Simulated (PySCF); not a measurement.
# Level sweep

Compound: CH5F3GeSi.
InChI=1S/CH5F3GeSi/c2-1(3,4)5-6/h5H2,6H3

PySCF, dipoles from the SCF density, polarisabilities from static response with core orbitals frozen. Geometry: PBE0-D3(BJ)/def2-SVP; no solvent, vibrations or thermal averaging. The LDA/def2-SVPD calculation is non-relativistic and has no spin–orbit coupling, an omission that weighs most on germanium.

The anisotropy is √(½[(α1 − α2)² + (α2 − α3)² + (α3 − α1)²]).

```csv
level,μ (D),α (Å³),anisotropy (Å³)
LDA/def2-SVPD,2.211,12.29,3.40
PBE/def2-SVPD,2.111,12.06,3.29
B3LYP/def2-SVPD,2.375,11.60,3.00
PBE0/def2-SVPD,2.330,11.50,2.96
BHandHLYP/def2-SVPD,2.598,11.06,2.68
CAM-B3LYP/def2-SVPD,2.491,11.41,2.82
wB97X-D/def2-SVPD,2.376,11.38,2.82
LC-wPBE/def2-SVPD,2.432,11.19,2.67
HF/def2-SVPD,2.739,10.47,2.28
PBE0/6-31G*,1.838,9.44,2.84
PBE0/def2-SVP,2.035,9.93,2.52
PBE0/aug-cc-pVDZ,2.250,11.65,3.00
PBE0/def2-TZVP,2.171,11.01,2.88
PBE0/def2-TZVPD,2.234,11.65,3.04
```

The dipole runs from 1.84 D (PBE0/6-31G*) to 2.74 D (HF/def2-SVPD). No reference polarisability is at hand; against PBE0 in the largest diffuse basis at hand (def2-TZVPD) the other PBE0 rows deviate by 6-31G* -19%, def2-SVP -15%, def2-SVPD -1%, aug-cc-pVDZ 0%, def2-TZVP -5%. In one basis (def2-SVPD) the functionals order the polarisability from HF (lowest) to LDA (highest), a spread of 17%. With PBE0 the polarisability is 10.13 Å³ without diffuse functions (mean of 6-31G*, def2-SVP and def2-TZVP) and 11.60 Å³ with them (mean of def2-SVPD, aug-cc-pVDZ and def2-TZVPD).

Without π bonds the low states are Rydberg-like; a valence basis with one diffuse set may place them up to an eV too high.
